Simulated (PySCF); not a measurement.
Compound: C₃H₃BrO.
Numbering: `[O:1]=[C:2]=[CH:3][CH2:4][Br:5]` (hydrogens: H6 on C3; H7, H8 on C4)

Computed by this run: PBE0-D3(BJ)/def2-SVP geometry optimisation, gas phase in PySCF 2.14.0; density fitting, grid level 1; the optimiser is geomeTRIC in internal coordinates, started from a GFN2-xTB structure with every atom displaced at random (about 0.01 Å).

Step 0: E = -75225.9232 eV
```
atom  x, y, z in Å  |  force x, y, z in eV/Å
O1      2.6632   -0.1658   -0.4047   -2.227   0.276   0.835
C2      1.5672   -0.0920    0.0313    3.003  -0.391  -1.018
C3      0.3584   -0.0939    0.5376    0.530   0.161   0.655
C4     -0.8301   -0.1467   -0.2627   -1.557   0.272  -0.242
Br5    -1.6807    1.6532   -0.5349    0.073  -0.178  -0.004
H6      0.2819    0.0707    1.6068    0.076   0.033   0.368
H7     -0.6803   -0.5282   -1.2629    0.075  -0.185  -0.481
H8     -1.6245   -0.7166    0.2371    0.026   0.012  -0.112
```

Step 1: E = -75225.9614 eV
```
atom  x, y, z in Å  |  force x, y, z in eV/Å
O1      2.5337   -0.1077   -0.5498    0.490  -0.124   0.114
C2      1.5590   -0.1130    0.0706   -0.269   0.194  -0.351
C3      0.3648   -0.1057    0.6314   -0.086  -0.049   0.054
C4     -0.8206   -0.1457   -0.2551   -0.161   0.187   0.095
Br5    -1.6074    1.6492   -0.5900    0.010  -0.046   0.012
H6      0.2736    0.0522    1.7049    0.003  -0.036   0.084
H7     -0.6010   -0.5383   -1.2525    0.019  -0.060  -0.027
H8     -1.6469   -0.7102    0.1881   -0.006  -0.067   0.017
```

Task: Estimate the geometry and energy of step 2. (The exact step hangs on the optimiser's Hessian estimate; all steps are aligned on step 1, rigid shifts and turns removed.)

Result: E = -75225.9897 eV, largest force 0.643 eV/Å
```
atom  x, y, z in Å  |  force x, y, z in eV/Å
O1      2.6563   -0.1487   -0.4323    0.104  -0.027   0.238
C2      1.6102   -0.1105    0.0641   -0.415   0.052  -0.488
C3      0.3791   -0.0819    0.5509   -0.003  -0.041   0.240
C4     -0.8570   -0.1326   -0.2654    0.144   0.081  -0.121
Br5    -1.6866    1.6468   -0.5570    0.041  -0.060   0.018
H6      0.2880    0.0527    1.6298    0.079   0.017   0.108
H7     -0.6898   -0.5330   -1.2713    0.002  -0.011  -0.010
H8     -1.6451   -0.7120    0.2289    0.048  -0.010   0.016
```

The energy changes by -0.0284 eV. The first-order estimate −F·Δx gives -0.0608 eV and the mean of the old and new forces, exact on a quadratic surface, -0.0263 eV. The step makes an angle of 72° with the force vector and moves no atom by more than 0.175 Å.

The cost below is that of the whole optimisation. Hardware: one thread of an Intel Xeon Platinum 8488C, shared host with 192 logical CPUs at a one-minute load of 103. Cost: 28 s, 0.42 GiB resident at most.
